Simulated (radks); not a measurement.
Problem. The strontium ion Sr+ is in [Kr] 5s1. All-electron calculation, Dirac Kohn-Sham, BLYP, spin-unpolarised, spherical densities, finite nucleus; Fermi nuclear charge, rms radius of each element as measured or else 0.836 A^(1/3) + 0.57 fm. Program: a radial shooting solver on a logarithmic mesh with Libxc functionals. Sub-shells are occupied by j as written (lower j first in brackets). One electron is removed from 4p1/2, 5s1/2, 4s1/2, 4p3/2 in turn, with full relaxation. Which removal costs least, and what does each cost?

Solution. 5s1/2 11.125 eV; 4p3/2 34.682 eV; 4p1/2 35.960 eV; 4s1/2 53.888 eV. The 5s1/2 electron leaves first.
